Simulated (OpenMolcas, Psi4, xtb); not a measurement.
**AlSbH3F (SMILES [F][AlH][SbH2]): the HOMO–LUMO gap, rung by rung**

AlSbH3F: 6 atoms, total charge 0, spin state singlet. As SMILES, `[F][AlH][SbH2]`. The shape is that of a PBE0-D4/def2-TZVP optimisation. This is one conformer, not always the lowest.

Quantity: the HOMO–LUMO gap, in eV. The values are calculated.

| level | kind | program | value (eV) | CPU time |
| --- | --- | --- | --- | --- |
| GFN1-xTB | semi-empirical | xtb | 3.90 | under 2 s |
| HF/def2-SVP (core potential) | Hartree–Fock | Psi4 | 10.64 | 13 s |
| SVWN5/def2-SVP (core potential) | LDA | Psi4 | 3.96 | 22 s |
| PBE/def2-SVP (core potential) | GGA | Psi4 | 4.04 | 22 s |
| M06-L/def2-SVP (core potential) | meta-GGA | Psi4 | 4.58 | 46 s |
| B3LYP/def2-SVP (core potential) | global hybrid | Psi4 | 5.38 | 15 s |
| PBE0/def2-SVP (core potential) | global hybrid | OpenMolcas | 5.77 | 16 s |
| HSE06/def2-SVP (core potential) | range-separated hybrid | Psi4 | 5.01 | 61 s |

The values span 3.90 to 10.64 eV. Orbital gaps aren't excitation energies; they tend to grow with the share of exact exchange. Times are those of the runs behind each value, whatever else they computed, on shared processors of several kinds: orders of magnitude only.
